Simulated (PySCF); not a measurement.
C2H3ClFNSi, SMILES C#C[Si@@](N)(F)Cl. Geometry: B3LYP-D3(BJ)/def2-SVP. The structure was generated by enumeration; whether it is a known compound was not checked. One conformer was computed; it need not be the lowest.

Computed equilibrium geometry at B3LYP-D3(BJ)/def2-SVP (PySCF confirms it by a frequency run) as bond lengths and angles (one conformer of several):
Atoms: C1 C2 Si3 N4 F5 Cl6 H7 H8 H9. Bonds (Å): C1–C2 1.216, C1–H7 1.075, C2–Si3 1.818, Si3–N4 1.695, Si3–F5 1.623, Si3–Cl6 2.059, N4–H8 1.014, N4–H9 1.014. Angles (°): C2–C1–H7 179.8, C1–C2–Si3 179.8, C2–Si3–N4 109.9, C2–Si3–F5 106.8, C2–Si3–Cl6 111.9, N4–Si3–F5 114.1, N4–Si3–Cl6 108.9, F5–Si3–Cl6 105.1, Si3–N4–H8 122.5, Si3–N4–H9 121.5, H8–N4–H9 113.2.
